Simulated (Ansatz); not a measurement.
Relaxation of ClF$_{2}$H$_{5}$W (9 atoms, charge 0, multiplicity 1), to a largest force component of 0.03 eV/Å in at most 50 steps.

All numbers below come from Ansatz 0.2.0, RKS PBE/def2-SVP.

```xyz
9
Properties=species:S:1:pos:R:3
W 0.252 -0.144 -0.020
F 0.171 -0.142 1.828
Cl 2.551 -0.635 -0.210
H -0.804 1.192 0.003
H -1.480 -0.102 -0.067
H -0.659 -1.553 -0.085
F 0.101 -0.012 -1.859
H 1.605 2.100 1.277
H 1.237 1.698 1.751
```

Problem. Where does it end, and by what steps?

Solution. The run converged. After 24 steps the energy has fallen by 0.258 eV; F7 moved furthest, 0.97 Å.

```tsv
step	energy less start (eV)	largest force component (eV/Å)	accepted
0	0.0000	1.191	yes
1	-0.1146	0.199	yes
2	-0.1506	0.133	yes
3	-0.1639	0.090	yes
4	-0.1457	0.638	no
5	-0.1716	0.084	yes
6	-0.1773	0.135	yes
7	-0.1809	0.093	yes
8	-0.1841	0.337	yes
9	-0.1891	0.213	yes
10	-0.1931	0.141	yes
11	-0.1993	0.270	yes
12	-0.2028	0.254	yes
13	-0.2066	0.184	yes
14	-0.2090	0.173	yes
15	-0.2109	0.284	yes
16	-0.2132	0.411	yes
17	-0.2258	0.111	yes
18	-0.2285	0.113	yes
19	-0.1699	1.718	no
20	-0.2408	0.131	yes
21	-0.2429	0.669	yes
22	-0.2490	0.474	yes
23	-0.2554	0.200	yes
24	-0.2580	0.021	yes
```

```xyz
9
Properties=species:S:1:pos:R:3
W 0.228 -0.099 0.142
F 0.042 -0.460 1.943
Cl 2.426 -0.992 0.023
H -0.951 1.114 0.484
H -1.478 -0.140 -0.042
H -0.348 -1.559 -0.468
F 0.379 0.823 -1.449
H 1.689 1.691 0.960
H 0.987 2.023 1.025
```

Whether the end is a true minimum wasn't checked by a vibrational analysis.

Time of the run: 31 s on 2 threads of Intel(R) Xeon(R) 6975P-C (Granite Rapids), on a shared host, peak memory 0.16 GiB.
